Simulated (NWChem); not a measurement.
System: BCl cation, doublet

Output (shortened):

```
             Northwest Computational Chemistry Package (NWChem) 7.3.0
             --------------------------------------------------------

 ORDER OF PRIMARY AXIS IS BEING SET TO 4
 C4V symmetry detected

                             Geometry "geometry" -> ""
                             -------------------------

 Output coordinates in angstroms (scale by  1.889725989 to convert to a.u.)

  No.       Tag          Charge          X              Y              Z
 ---- ---------------- ---------- -------------- -------------- --------------
    1 B                    5.0000     0.00000000     0.00000000    -1.23919800
    2 Cl                  17.0000     0.00000000     0.00000000     0.36447000

 Effective nuclear repulsion energy (a.u.)      28.0482407612

      Symmetry information
      --------------------

 Group name             C4v
 Group number             18
 Group order               8
 No. of unique centers     2

  pbe96 is a nonlocal functional; adding pw91lda local functional.

                                 NWChem DFT Module
                                 -----------------

 Summary of "ao basis" -> "ao basis" (spherical)
 ------------------------------------------------------------------------------
       Tag                 Description            Shells   Functions and Types
 ---------------- ------------------------------  ------  ---------------------
 B                         def2-qzvp                17       57   7s4p3d2f1g
 Cl                        def2-qzvp                22       70   9s6p4d2f1g

      Symmetry analysis of basis
      --------------------------

        a1         41
        a2          2
        b1         13
        b2         13
        e          58

            General Information
            -------------------
          SCF calculation type: DFT
          Wavefunction type:  spin polarized.
          No. of atoms     :     2
          No. of electrons :    21
           Alpha electrons :    11
            Beta electrons :    10
          Charge           :     1
          Spin multiplicity:     2
          Use of symmetry is: on ; symmetry adaption is: on
          Maximum number of iterations: 150
          AO basis - number of functions:   127
                     number of shells:    39
          Convergence on energy requested:  1.00D-06
          Convergence on density requested:  1.00D-05
          Convergence on gradient requested:  5.00D-04

              XC Information
              --------------
          PerdewBurkeErnzerhof Exchange Functional  1.000
            Perdew 1991 LDA Correlation Functional  1.000 local
           PerdewBurkeErnz. Correlation Functional  1.000 non-local

             Grid Information
             ----------------
          Grid used for XC integration:  medium
          Radial quadrature: Mura-Knowles
          Angular quadrature: Lebedev.
          Tag              B.-S. Rad. Rad. Pts. Rad. Cut. Ang. Pts.
          ---              ---------- --------- --------- ---------
          B                   0.85       49           8.0       434
          Cl                  1.00       88           9.0       590
          Grid pruning is: on
          Number of quadrature shells:   137
          Spatial weights used:  Erf1

      Superposition of Atomic Density Guess
      -------------------------------------

 Sum of atomic energies:        -484.02536967

 Renormalizing density from      22.00 to     21

      Non-variational initial energy
      ------------------------------

 Total energy =    -470.286230
 1-e energy   =    -689.956381
 2-e energy   =     191.621911
 HOMO         =      -0.599974
 LUMO         =      -0.319760

   Symmetry analysis of molecular orbitals - initial alpha
   -------------------------------------------------------

 !! scf_movecs_sym_adapt:   30 vectors were symmetry contaminated

  Symmetry fudging

 !! scf_movecs_sym_adapt:   30 vectors were symmetry contaminated

  Numbering of irreducible representations:

     1 a1          2 a2          3 b1          4 b2          5 e

  Orbital symmetries:

     1 a1          2 a1          3 a1          4 e           5 e
     6 a1          7 a1          8 a1          9 e          10 e
    11 a1         12 e          13 e          14 a1         15 a1
    16 e          17 e          18 a1         19 b1         20 b2
    21 a1

   Symmetry analysis of molecular orbitals - initial beta
   ------------------------------------------------------

 !! scf_movecs_sym_adapt:   30 vectors were symmetry contaminated

  Symmetry fudging

 !! scf_movecs_sym_adapt:   30 vectors were symmetry contaminated

  Numbering of irreducible representations:

     1 a1          2 a2          3 b1          4 b2          5 e

  Orbital symmetries:

     1 a1          2 a1          3 a1          4 e           5 e
     6 a1          7 a1          8 a1          9 e          10 e
    11 a1         12 e          13 e          14 a1         15 a1
    16 e          17 e          18 a1         19 b1         20 b2
    21 a1

     ---------------------------------------------
      Total Density - Mulliken Population Analysis
     ---------------------------------------------

    Atom       Charge   Shell Charges
 -----------   ------   -------------------------------------------------------
    1 B    5     3.80   1.02  0.00  0.71  0.24  0.38  0.73  0.20  0.15  0.22  0.07  0.00  0.01  0.05  0.02  0.00  0.01  0.00
    2 Cl  17    17.20   1.65  0.01  0.27  0.33  1.11  0.56  0.59  1.13  0.25  6.00 -0.07  0.86  2.36  1.91  0.19  0.00  0.01  0.02  0.02  0.00  0.00  0.00

     --------------------------------------------
      Spin Density - Mulliken Population Analysis
     --------------------------------------------

    Atom       Charge   Shell Charges
 -----------   ------   -------------------------------------------------------
    1 B    5     0.87   0.01  0.00 -0.00 -0.02  0.15  0.41  0.17  0.05  0.06  0.03  0.00  0.00  0.00  0.00  0.00  0.00  0.00
    2 Cl  17     0.13   0.00  0.00 -0.00  0.00  0.00 -0.00  0.01  0.01 -0.01  0.00  0.00  0.03  0.08  0.03 -0.02  0.00  0.00  0.00  0.00 -0.00 -0.00  0.00

   convergence    iter        energy       DeltaE   RMS-Dens  Diis-err
 ---------------- ----- ----------------- --------- --------- ---------
 d= 0,ls=0.0,diis     1   -484.0837397595 -5.12D+02  9.05D-03  2.28D+00
                                                     9.21D-03  2.22D+00
 d= 0,ls=0.0,diis     2   -480.8352891329  3.25D+00  9.55D-03  5.60D+00
                                                     9.27D-03  6.49D+00
 d= 0,ls=0.0,diis     3   -484.0578890970 -3.22D+00  5.39D-03  5.54D-01
                                                     3.50D-03  4.55D-01
 d= 0,ls=0.0,diis     4   -484.3613541477 -3.03D-01  1.18D-03  1.42D-01
                                                     1.03D-03  1.45D-01
 d= 0,ls=0.0,diis     5   -484.4234655488 -6.21D-02  3.69D-04  1.74D-02
                                                     3.16D-04  1.52D-02
  Resetting Diis
 d= 0,ls=0.0,diis     6   -484.4317170903 -8.25D-03  1.42D-04  1.49D-03
                                                     1.11D-04  1.29D-03
 d= 0,ls=0.0,diis     7   -484.4326029878 -8.86D-04  4.24D-05  2.27D-05
                                                     3.21D-05  1.97D-05
 d= 0,ls=0.0,diis     8   -484.4325805862  2.24D-05  3.21D-05  6.06D-05
                                                     3.00D-05  6.02D-05
 d= 0,ls=0.0,diis     9   -484.4326073281 -2.67D-05  9.03D-06  5.18D-06
                                                     6.53D-06  3.99D-06
 d= 0,ls=0.0,diis    10   -484.4326103974 -3.07D-06  1.14D-06  4.04D-08
                                                     9.05D-07  4.59D-08
 d= 0,ls=0.0,diis    11   -484.4326104207 -2.33D-08  3.30D-07  6.07D-09
                                                     7.96D-07  1.41D-08

         Total DFT energy =     -484.432610420708
      One electron energy =     -716.354288248882
           Coulomb energy =      235.590583636469
    Exchange-Corr. energy =      -31.717146569459
 Nuclear repulsion energy =       28.048240761164

 Numeric. integr. density =       20.999999458651

                  Occupations of the irreducible representations
                  ----------------------------------------------

                     irrep           alpha         beta
                     --------     --------     --------
                     a1                7.0          6.0
                     a2                0.0          0.0
                     b1                0.0          0.0
                     b2                0.0          0.0
                     e                 4.0          4.0

                    DFT Final Alpha Molecular Orbital Analysis
                    ------------------------------------------

 Vector    9  Occ=1.000000D+00  E=-6.451928D-01  Symmetry=e
              MO Center=  6.9D-15,  1.4D-15,  5.4D-02, r^2= 1.3D+00
   Bfn.  Coefficient  Atom+Function         Bfn.  Coefficient  Atom+Function
  ----- ------------  ---------------      ----- ------------  ---------------
    76      0.375740  2 Cl px                79      0.365906  2 Cl px
    67     -0.259046  2 Cl px                11      0.146341  1 B  px
    73      0.142295  2 Cl px                 8      0.132795  1 B  px
    77      0.089052  2 Cl py                80      0.086722  2 Cl py
    82      0.080986  2 Cl px                14      0.068988  1 B  px

 Vector   10  Occ=1.000000D+00  E=-6.451928D-01  Symmetry=e
              MO Center= -7.6D-15,  3.6D-14,  5.4D-02, r^2= 1.3D+00
   Bfn.  Coefficient  Atom+Function         Bfn.  Coefficient  Atom+Function
  ----- ------------  ---------------      ----- ------------  ---------------
    77      0.375740  2 Cl py                80      0.365906  2 Cl py
    68     -0.259046  2 Cl py                12      0.146341  1 B  py
    74      0.142295  2 Cl py                 9      0.132795  1 B  py
    76     -0.089052  2 Cl px                79     -0.086722  2 Cl px
    83      0.080986  2 Cl py                15      0.068988  1 B  py

 Vector   11  Occ=1.000000D+00  E=-5.862647D-01  Symmetry=a1
              MO Center= -8.7D-15, -2.1D-14, -1.5D+00, r^2= 1.4D+00
   Bfn.  Coefficient  Atom+Function         Bfn.  Coefficient  Atom+Function
  ----- ------------  ---------------      ----- ------------  ---------------
     6      0.456816  1 B  s                 13     -0.287956  1 B  pz
     5      0.265662  1 B  s                 10     -0.251606  1 B  pz
    78      0.177684  2 Cl pz                 7      0.144115  1 B  s
    81      0.132244  2 Cl pz                16     -0.128461  1 B  pz
    69     -0.121828  2 Cl pz                 3     -0.092780  1 B  s

 Vector   12  Occ=0.000000D+00  E=-4.133761D-01  Symmetry=e
              MO Center= -2.0D-15,  4.9D-15, -8.6D-01, r^2= 1.9D+00
   Bfn.  Coefficient  Atom+Function         Bfn.  Coefficient  Atom+Function
  ----- ------------  ---------------      ----- ------------  ---------------
    12      0.383942  1 B  py                 9      0.331814  1 B  py
    15      0.318067  1 B  py                80     -0.239582  2 Cl py
    77     -0.207970  2 Cl py                83     -0.144283  2 Cl py
    68      0.135486  2 Cl py                11     -0.101468  1 B  px
     8     -0.087692  1 B  px                14     -0.084059  1 B  px

 Vector   13  Occ=0.000000D+00  E=-4.133761D-01  Symmetry=e
              MO Center=  1.5D-13,  3.8D-13, -8.6D-01, r^2= 1.9D+00
   Bfn.  Coefficient  Atom+Function         Bfn.  Coefficient  Atom+Function
  ----- ------------  ---------------      ----- ------------  ---------------
    11      0.383942  1 B  px                 8      0.331814  1 B  px
    14      0.318067  1 B  px                79     -0.239582  2 Cl px
    76     -0.207970  2 Cl px                82     -0.144283  2 Cl px
    67      0.135486  2 Cl px                12      0.101468  1 B  py
     9      0.087692  1 B  py                15      0.084059  1 B  py

 Vector   14  Occ=0.000000D+00  E=-1.967012D-01  Symmetry=a1
              MO Center= -2.6D-16, -9.9D-15,  9.1D-02, r^2= 2.9D+00
   Bfn.  Coefficient  Atom+Function         Bfn.  Coefficient  Atom+Function
  ----- ------------  ---------------      ----- ------------  ---------------
     6      0.838144  1 B  s                 66     -0.769496  2 Cl s
    84      0.651696  2 Cl pz                13      0.401036  1 B  pz
    81      0.397276  2 Cl pz                16      0.375732  1 B  pz
     7      0.265022  1 B  s                 10      0.256057  1 B  pz
    65     -0.178662  2 Cl s                 78      0.177217  2 Cl pz

                     DFT Final Beta Molecular Orbital Analysis
                     -----------------------------------------

 Vector    8  Occ=1.000000D+00  E=-7.572577D-01  Symmetry=a1
              MO Center=  1.0D-14, -7.1D-15,  2.1D-01, r^2= 1.2D+00
   Bfn.  Coefficient  Atom+Function         Bfn.  Coefficient  Atom+Function
  ----- ------------  ---------------      ----- ------------  ---------------
    78      0.333822  2 Cl pz                65      0.313674  2 Cl s
     6     -0.267009  1 B  s                 81      0.258705  2 Cl pz
    69     -0.237349  2 Cl pz                 5     -0.191462  1 B  s
    66      0.165454  2 Cl s                 75      0.127141  2 Cl pz
    63     -0.119600  2 Cl s                 13     -0.114912  1 B  pz

 Vector    9  Occ=1.000000D+00  E=-6.424731D-01  Symmetry=e
              MO Center=  8.3D-14, -5.3D-14,  1.3D-01, r^2= 1.2D+00
   Bfn.  Coefficient  Atom+Function         Bfn.  Coefficient  Atom+Function
  ----- ------------  ---------------      ----- ------------  ---------------
    76      0.325899  2 Cl px                79      0.318059  2 Cl px
    77     -0.228945  2 Cl py                67     -0.224072  2 Cl px
    80     -0.223437  2 Cl py                68      0.157411  2 Cl py
    73      0.123040  2 Cl px                 8      0.094007  1 B  px
    11      0.094054  1 B  px                74     -0.086436  2 Cl py

 Vector   10  Occ=1.000000D+00  E=-6.424731D-01  Symmetry=e
              MO Center= -3.8D-14, -5.4D-14,  1.3D-01, r^2= 1.2D+00
   Bfn.  Coefficient  Atom+Function         Bfn.  Coefficient  Atom+Function
  ----- ------------  ---------------      ----- ------------  ---------------
    77      0.325899  2 Cl py                80      0.318059  2 Cl py
    76      0.228945  2 Cl px                68     -0.224072  2 Cl py
    79      0.223437  2 Cl px                67     -0.157411  2 Cl px
    74      0.123040  2 Cl py                 9      0.094007  1 B  py
    12      0.094054  1 B  py                73      0.086436  2 Cl px

 Vector   11  Occ=0.000000D+00  E=-4.681014D-01  Symmetry=a1
              MO Center=  1.7D-14,  2.9D-14, -1.4D+00, r^2= 1.5D+00
   Bfn.  Coefficient  Atom+Function         Bfn.  Coefficient  Atom+Function
  ----- ------------  ---------------      ----- ------------  ---------------
     6      0.589690  1 B  s                  7      0.285429  1 B  s
     5      0.225672  1 B  s                 10     -0.211737  1 B  pz
    81      0.199953  2 Cl pz                78      0.179324  2 Cl pz
    13     -0.147026  1 B  pz                65     -0.117237  2 Cl s
    69     -0.116528  2 Cl pz                 3     -0.111687  1 B  s

[...]

                         DFT ENERGY GRADIENTS

    atom               coordinates                        gradient
                 x          y          z           x          y          z
   1 B       0.000000   0.000000  -2.341745    0.000000   0.000000   0.001598
   2 Cl      0.000000   0.000000   0.688748    0.000000   0.000000  -0.001598
```

Level: PBE/def2-QZVP, spin-unrestricted. The geometry was optimised at PBE0/def2-SVP, spin-unrestricted. No stability test was run on the SCF state.

**Question.** Write an input that gives this output.

**Answer.** Several could match; the one computed here: the input that was run:
```
start job
memory heap 200 mb stack 900 mb global 1100 mb
charge 1
geometry units angstroms noautoz
  B      0.000000     0.000000    -1.213359
  Cl     0.000000     0.000000     0.390309
end
basis spherical
  * library def2-qzvp
end
dft
  odft
  mult 2
  xc xpbe96 cpbe96
  iterations 150
  mulliken
end
task dft gradient
```
